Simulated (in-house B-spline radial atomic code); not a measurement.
Results of a calculation; reference values are marked as such.
## Sc in an electron gas of r_s = 2.2: phase shifts, screening, friction and resistivity

A nucleus sits in a uniform electron gas with a rigid positive background. The Kohn-Sham equations are solved self-consistently in the spin-unpolarised LDA (PW92), non-relativistic, on B-splines with outgoing waves at the boundary and partial waves to l = 8. The model has no lattice, no bands and no magnetic solution. Atomic units; δ_l are the phase shifts at the Fermi level, counted so that each bound state adds π, and good to about 0.0005.

The density parameter is r_s = 2.2 bohr, near that of the valence electrons of Ga (3 per atom, density 5.91 g/cm³, mass 69.72 u, which gives r_s = 2.19).

| l | δ_l (rad) |
| --- | --- |
| 0 | 8.6591 |
| 1 | 6.0706 |
| 2 | 1.2032 |
| 3 | 0.0114 |
| 4 | 0.0013 |
| 5 | 0.0001 |
| 6 | -0.0003 |
| 7 | -0.0002 |
| 8 | -0.0003 |

Bound levels below the band bottom (hartree): s -159.5, s -16.52, p -13.56, s -1.375, p -0.6362.

Problem. Check the Friedel sum rule, and say where the screening charge sits.

Solution. k_F = (9π/4)^(1/3)/r_s = 0.87234. The rule is Z = (2/π) Σ (2l + 1) δ_l. The terms are s 5.513, p 11.594, d 3.830, f 0.051 and 0.001 beyond, in all 20.988 against Z = 21. Bound states hold 6 s, 12 p, 0 d electrons, so the scattering states carry 2.99 in all; where a term is smaller than its bound count, the bound level has drawn weight out of the band.

Problem. Find the transport cross section and the electronic stopping of a 5 keV Sc ion (mass 44.96 u).

Solution. σ_tr = (4π/k_F²) Σ (l + 1) sin²(δ_l − δ_(l+1)). The terms for l = 0 to 3 are 0.2760, 1.9523, 2.5893, 0.0004, all together 4.8180, so σ_tr = 16.513 × 4.8180 = 79.562 bohr². With n = 3/(4π r_s³) = 0.02242, the friction coefficient is Q = n k_F σ_tr = 1.5561. For v well below v_F = 0.872, dE/dx = Q v; with 24801 eV per u at v = 1, v = √(5000/(24801 × 44.96)) = 0.0670, so dE/dx = 0.10420 hartree/bohr = 53.6 eV/nm. The largest term couples the d and f waves.

Problem. What residual resistivity would 1 atomic per cent of such centres give in Ga?

Solution. Δρ = k_F n_i σ_tr/n in atomic units of 21.74 μΩ·cm. With one host atom per 3 electrons, n_i/n = 0.01/3, so Δρ = 0.8723 × 0.00333 × 79.562 × 21.74 = 5.03 μΩ·cm. This is an atom added to the gas, as on an interstitial site.

Problem. On a substitutional site the background of one host ion, a sphere holding 3 charges, is taken out. The phase shifts for l = 0 to 4 become 8.3742, 5.8397, 0.5472, -0.0346, -0.0096. What follows?

Solution. The Friedel sum is now 18.00, for Z − 3 = 18. The sum in σ_tr is 2.6333, so σ_tr = 43.49 bohr² and Δρ = 2.75 μΩ·cm per atomic per cent, 0.55 times the value above. A real host ion scatters too, so this model doesn't give zero even for the host's own atom.
